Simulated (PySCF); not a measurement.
Species: C6H6F2.
InChI=1S/C6H6F2/c7-6(8)2-1-4-3-5(4)6/h1-2,4-5H,3H2/t4-,5+/m1/s1

The closed-shell ground state was solved at several levels (PySCF, density fitting, gas phase, non-relativistic). Isolated species at its PBE0-D3(BJ)/def2-SVP geometry, gas phase.

```
         level  basis functions  total energy (Eh)  HOMO (eV)  LUMO (eV)  gap (eV)  dipole (D)
 PBE0/pcSseg-1              166          -431.3825      -7.59      -0.49      7.10        2.77
B3LYP/pcSseg-1              166          -431.8472      -7.35      -0.70      6.65        2.75
   B3LYP/pcJ-1              276          -431.8953      -7.33      -0.68      6.65        2.78
```

Question: What might CAM-B3LYP/def2-SVPD (214 basis functions) give for the same quantities?

Answer: Total energy -431.4177 Eh, HOMO -8.96 eV, LUMO 0.56 eV, gap 9.52 eV, dipole 3.04 D.

Question: How far do the dipole and the HOMO energy spread over the levels?

Answer: The dipole runs from 2.75 to 3.04 D (mean 2.84 D) and the HOMO from -8.96 to -7.33 eV.
